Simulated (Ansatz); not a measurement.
`F[CH]([SiH3])[GaH2]` + H₂O → `OC(F)[SiH3]` + `[GaH3]` at 600 K and 1 bar (formal hydrolysis of a C–Ga bond).

Isolated molecules relaxed with PBE0-D4/def2-TZVP in Ansatz; ΔE leaves out vibrations. CCSD(T)/CBS adds triple-zeta CCSD(T) − MP2 to the extrapolated MP2 energy (def2 sets, frozen cores). This one scheme is used for every species. For Ga outer-core shells are correlated without core-valence functions, which leaves a few kJ/mol of doubt a bond. Scalar relativity is left out up to krypton. Each species was taken in one conformer, which may not be the lowest.

```json
{"species": "`F[CH]([SiH3])[GaH2]`", "CCSD(T)/CBS energy (Eh)": "-2354.42561", "H − E (kJ/mol)": "212.5", "S (J/(mol·K))": "451.0"}
{"species": "H₂O", "CCSD(T)/CBS energy (Eh)": "-76.37941", "H − E (kJ/mol)": "76.8", "S (J/(mol·K))": "212.8"}
{"species": "`OC(F)[SiH3]`", "CCSD(T)/CBS energy (Eh)": "-505.08050", "H − E (kJ/mol)": "207.3", "S (J/(mol·K))": "389.8"}
{"species": "`[GaH3]`", "CCSD(T)/CBS energy (Eh)": "-1925.70545", "H − E (kJ/mol)": "74.9", "S (J/(mol·K))": "253.2"}
```

H − E and S are ideal-gas, rigid-rotor, harmonic terms from PBE0-D4/def2-TZVP, for one conformer and one mirror image of each species. 1 Eh = 2625.50 kJ/mol, R = 8.31446 J/(mol·K).

**Question.** By hand: ΔE, ΔH, ΔS and ΔG.

**Answer.** ΔE = (-505.08050) + (-1925.70545) − (-2354.42561) − (-76.37941) = 0.01907 Eh = 50.1 kJ/mol. Δ(H − E) = 207.3 + 74.9 − 212.5 − 76.8 = -7.1, so ΔH = 43.0 kJ/mol. ΔS = 389.8 + 253.2 − 451.0 − 212.8 = -20.8 J/(mol·K). ΔG = 43.0 − 600 × (-20.8)/1000 = 55.5 kJ/mol.

**Question.** By hand: the equilibrium constant, and the temperature at which ΔG would vanish if ΔH and ΔS stayed fixed.

**Answer.** log₁₀ K = −ΔG/(RT ln 10) = -4.8. ΔH and −TΔS have one sign here, so there is no such temperature.

ΔH outweighs TΔS. A doubt of 5 kJ/mol in ΔE shifts log₁₀ K by 0.4 here. Other conformers and mirror images would add mixing entropy, several J/(mol·K) or more a flexible species. These are equilibria of isolated gas molecules and say nothing of rates. Largest T1 diagnostic: 0.013 (customary marks: 0.02 for closed shells, 0.045 for open ones).
